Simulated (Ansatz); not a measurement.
Zn3SeF4, relaxed as a singlet with RKS r2SCAN-D4/def2-SVP in Ansatz, starting from the GFN1-xTB geometry. Force threshold 0.02 eV/Å.

Another isomer (singlet) lies 0.13 eV lower at PBE0-D4/def2-TZVP; other spin states weren't run for this one.

Start:

```xyz
8

Zn    1.597   -0.953   -0.185
Zn   -0.631    2.103   -0.619
Zn   -1.068   -1.116    0.799
Se    0.349    0.739    0.841
F    -0.980    3.664   -1.144
F     3.208   -1.035   -0.658
F    -2.751   -1.138    0.820
F     0.275   -2.264    0.146
```

(1) Estimate the energy that the relaxation releases and the steps that it takes.

(2) Does the start keep its bonding?

(3) Predict the relaxed structure.

Results:

(1) 13.8 kcal/mol, in 9 steps; 18 s on 4 threads of Intel Xeon 6975P-C on a shared host. No frequencies were taken in this run, so the end may be a saddle point.

(2) By distances, no bond broke or formed. The bond that changes most is Zn3–Se4, from 2.34 to 2.45 Å (atoms count from 1).

(3) 
```
atom    x (Å)    y (Å)    z (Å)
 Zn1   1.6144  -0.7681  -0.1009
 Zn2  -0.2927   2.0965  -0.3048
 Zn3  -1.2311  -1.0218   0.7827
 Se4   0.3703   0.7336   1.3839
  F5  -0.7965   3.1564  -1.5766
  F6   3.1408  -0.8312  -0.9594
  F7  -2.9442  -1.3644   0.9208
  F8   0.1390  -2.0011  -0.1456
```
Bond lengths (bridged metal pairs left out): 5 × F–Zn 1.73 to 1.92 Å; 3 × Se–Zn 2.27 to 2.45 Å.
